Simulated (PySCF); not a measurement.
FH₅Si₂Te.
Z-matrix (Å and degrees, PBE0-D3(BJ)/def2-SVP geometry), rows numbered from 1:
```
F 
Si  1  1.6255
Te  2  2.4810  1  111.26
Si  3  2.5106  2   91.39  1   -72.44
H   2  1.4876  1  108.57  3   118.00
H   2  1.4884  1  106.83  3  -120.80
H   4  1.4926  3  109.97  2   -58.26
H   4  1.4909  3  106.13  2  -177.57
H   4  1.4910  3  110.61  2    62.78
```

Computed with PBE0-D3(BJ)/def2-SVP geometry optimisation, gas phase, def2 core potentials past Kr in PySCF.

Masses are those of the commonest isotopes; rigid-rotor values at the optimised geometry. The values belong to one conformer with, in the numbering `[F:1][SiH2:2][Te:3][SiH3:4]`, F1–Si2–Te3–Si4 -72°.

Give the principal moments of inertia and the rotational constants in GHz.

Ia = 190.78, Ib = 337.27, Ic = 479.23 u·Å²; 505379 MHz·u·Å²/I gives 2649, 1498 and 1055 MHz, that is A = 2.6490, B = 1.4984, C = 1.0546 GHz.

What kind of rotor is it?

An asymmetric top. Ray's parameter κ = (2B − A − C)/(A − C) = -0.443; −1 is the prolate and +1 the oblate limit.

Is it planar, by Δ = Ic − Ia − Ib?

Not planar: Δ = Ic − Ia − Ib = -48.82 u·Å². For a rigid frame Δ = −2 Σ m c², so Σ m c² = 24.41 u·Å² lies off the ab plane: 6.64 from hydrogen and 17.77 from heavier atoms. The atom farthest from that plane is 1.70 Å away.

Give the other two planar moments, Paa and Pbb, and the rms extents of the mass along the axes.

Paa = Σ m a² = (Ib + Ic − Ia)/2 = 312.86 and Pbb = Σ m b² = (Ia + Ic − Ib)/2 = 166.37 u·Å². With the mass M = 209.90 u, the rms extents √(P/M) along a, b and c are 1.22, 0.89, 0.34 Å.

Give the coordinates in the principal-axis frame, origin at the centre of mass.

The sense of each axis is arbitrary; atoms in the order of the calculation.
```tsv
atom	mass (u)	a (Å)	b (Å)	c (Å)
F1	18.998	-2.597	-0.706	-0.685
Si2	27.977	-1.824	0.028	0.543
Te3	129.906	0.525	0.551	-0.057
Si4	27.977	1.165	-1.872	0.085
H5	1.008	-2.508	1.318	0.829
H6	1.008	-1.874	-0.904	1.702
H7	1.008	0.865	-2.400	1.448
H8	1.008	2.631	-1.930	-0.181
H9	1.008	0.423	-2.671	-0.932
```

Which lines would a microwave search look for?

The dipole components are |μa| = 0.63 D, |μb| = 0.16 D, |μc| = 1.08 D. Intensities carry the squares of the components, which stand as 0.33 : 0.02 : 1.00 (a : b : c). Some lines, for components of 0.1 D or more:

| type | branch | J(Ka,Kc) | MHz | lower level (cm⁻¹) |
| --- | --- | --- | --- | --- |
| a | Q | 1(1,0) ← 1(1,1) | 444 | 0.124 |
| c | Q | 1(1,1) ← 1(0,1) | 1151 | 0.085 |
| a | Q | 3(1,2) ← 3(1,3) | 2647 | 0.510 |
| b | Q | 3(1,2) ← 3(0,3) | 3122 | 0.494 |
| b | R | 2(0,2) ← 1(1,1) | 3850 | 0.124 |
| b | Q | 4(1,3) ← 4(0,4) | 4565 | 0.808 |
| b | R | 3(1,2) ← 2(2,1) | 4797 | 0.439 |
| b | Q | 3(2,2) ← 3(1,3) | 5509 | 0.510 |
| a | R | 2(1,1) ← 1(1,0) | 5550 | 0.138 |
| b | Q | 3(3,0) ← 3(2,1) | 6445 | 0.711 |
| b | Q | 4(2,3) ← 4(1,4) | 6485 | 0.816 |
| a | R | 3(1,3) ← 2(1,2) | 6933 | 0.279 |
| a | R | 3(0,3) ← 2(0,2) | 7271 | 0.252 |
| a | R | 4(0,4) ← 3(0,3) | 9391 | 0.494 |
| b | R | 2(2,0) ← 1(1,1) | 9551 | 0.124 |
| c | R | 3(1,2) ← 2(0,2) | 10393 | 0.252 |
| a | R | 4(1,3) ← 3(1,2) | 10835 | 0.599 |
| a | R | 4(2,2) ← 3(2,1) | 10947 | 0.711 |
| c | R | 4(1,3) ← 3(0,3) | 13957 | 0.494 |
| c | R | 4(2,2) ← 3(1,2) | 14303 | 0.599 |
| c | R | 3(3,1) ← 2(2,1) | 14581 | 0.439 |
| b | R | 3(3,0) ← 2(2,1) | 14597 | 0.439 |
| c | R | 4(2,3) ← 3(1,3) | 15638 | 0.510 |

No PBE0-D3(BJ)/def2-SVP frequencies stand behind this structure, so it isn't proved a minimum. Constants of a rigid frame at the computed geometry: no zero-point averaging, no centrifugal distortion. A rigid rotor knows nothing of internal rotation, which can split or shift real lines.
